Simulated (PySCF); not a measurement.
Sn(H)2(Br)(vinyl) (C2H5BrSn), SMILES C=[CH][SnH2][Br]. Geometry: PBE-D3(BJ)/def2-SVP. The structure was generated by enumeration; whether it is a known compound was not checked. The def2 effective core potentials stand for the cores of Sn; spin–orbit coupling is left out. Other conformers were not sampled.

Task: Give the equilibrium geometry at PBE-D3(BJ)/def2-SVP (PySCF confirms it by a frequency run) as Cartesian coordinates in Å. (An estimate is asked for; the answer gives what the named calculation found.)

Result: This is not unique; one that fits is 
```xyz
9

Sn     0.1706     0.1584    -0.7503
Br    -1.4091    -0.2825     1.1780
C      2.1156     0.5435     0.0685
C      3.1532    -0.2798    -0.1662
H      0.2201    -1.2823    -1.7038
H     -0.5086     1.5048    -1.5922
H      2.2489     1.4402     0.6988
H      4.1570    -0.0818     0.2513
H      3.0593    -1.1920    -0.7814
```
Charge 0, spin multiplicity 1.
